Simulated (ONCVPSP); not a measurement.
**Transferability test, ONCV potential for Ga**

```
Element                 : Ga (Z = 31)
Generator               : ONCVPSP 4.0.1
Type                    : optimised norm-conserving Vanderbilt (ONCV)
Functional              : PBEsol
Relativity              : non-relativistic
Frozen core             : [Ar] 3d10
Valence charge          : 3
Reference configuration : 4s2 4p1
Partial waves           : 4s: rc 1.65 bohr, ncon 4, nbas 8, qcut 4.6 1/bohr, local; 4p: rc 2.50 bohr, ncon 4, nbas 9, qcut 3.1 1/bohr, 1 projector
Local potential         : the s channel
Core correction         : polynomial model core, fcfact 0.3
```

Energies are relative to the spin-unpolarised reference configuration 4s2 4p1; without spin polarisation the order of configurations can differ from experiment.

(1) Give the all-electron excitation energy and the error of the potential for: 4s2 4p0; 4s1 4p0; 4s2 4p0.5; 4s1 4p1.

Levels in the configuration 4s1 4p0:

| level | all-electron (eV) | pseudo (eV) |
| --- | --- | --- |
| 4s | -25.584 | -25.898 |

Note: ghosts flagged at negative energy: p at -583.5 eV; no localised positive-energy state flagged. A true bound ghost makes a file unfit for plane-wave use.

## Answers

(1)

| valence configuration | charge | ΔE all-electron (eV) | error AE − PS (meV) |
| --- | --- | --- | --- |
| 4s2 4p0 | +1 | 5.716 | -12 |
| 4s1 4p0 | +2 | 26.485 | -185 |
| 4s2 4p0.5 | +0.5 | 2.047 | -1.7 |
| 4s1 4p1 | +1 | 12.789 | -42 |
